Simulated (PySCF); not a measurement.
## How methods differ on the excitation energy of Pt

Pt [Xe] 4f14 5d9 6s1 (3D) → Pt [Xe] 4f14 5d8 6s2 (3F), as a difference of total energies. Calculation: PySCF 2.14, in def2-TZVPPD with the def2 core potential (60 electrons); scalar relativity through the core potential. Correlated levels: valence: 5s2 5p6 frozen. The calculations carry no spin-orbit coupling.

```csv
method,excitation energy (eV),error (eV)
UHF,0.342,-0.055
MP2 (valence),0.708,+0.311
SCS-MP2 (valence),0.586,+0.189
CCSD (valence),0.535,+0.138
CCSD(T) (valence),0.553,+0.156
```

Reference: 0.397 eV (measured; NIST levels, between the centres of gravity of the two terms).

Errors of the correlated levels include the incompleteness of this basis and the frozen core.
